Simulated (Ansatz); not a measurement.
`C[O][Sn][NH2]` and `[NH2][Sn][O][SiH3]` differ in one atom or group.

Ansatz, PBE0-D4/def2-TZVP geometries, multiplicity 1. Each molecule was computed in one conformer, which needn't be the lowest.

Elements past krypton have def2 core potentials.

| property | `C[O][Sn][NH2]` |
| --- | --- |
| HOMO energy (B3LYP/def2-TZVPP) / eV | -6.97 |
| HOMO–LUMO gap (B3LYP/def2-TZVPP) / eV | 5.19 |
| LUMO energy (B3LYP/def2-TZVPP) / eV | -1.77 |
| HOMO–LUMO gap (ωB97M-V/def2-TZVPP) / eV | 9.56 |
| HOMO energy (ωB97M-V/def2-TZVPP) / eV | -9.42 |
| HOMO energy (PBE/def2-TZVPP) / eV | -5.83 |

(1) What does the change do to each property? (Best estimate.)

Answers

(1) Ansatz gave: 
```json
{"property": "HOMO energy (B3LYP/def2-TZVPP) / eV", "`[NH2][Sn][O][SiH3]`": "-7.22", "shift": "-0.25"}
{"property": "HOMO–LUMO gap (B3LYP/def2-TZVPP) / eV", "`[NH2][Sn][O][SiH3]`": "5.18", "shift": "-0.01"}
{"property": "LUMO energy (B3LYP/def2-TZVPP) / eV", "`[NH2][Sn][O][SiH3]`": "-2.04", "shift": "-0.27"}
{"property": "HOMO–LUMO gap (ωB97M-V/def2-TZVPP) / eV", "`[NH2][Sn][O][SiH3]`": "9.66", "shift": "0.10"}
{"property": "HOMO energy (ωB97M-V/def2-TZVPP) / eV", "`[NH2][Sn][O][SiH3]`": "-9.77", "shift": "-0.35"}
{"property": "HOMO energy (PBE/def2-TZVPP) / eV", "`[NH2][Sn][O][SiH3]`": "-6.15", "shift": "-0.32"}
```

B3LYP here is the variant with VWN-RPA as its local correlation; programs differ in this.
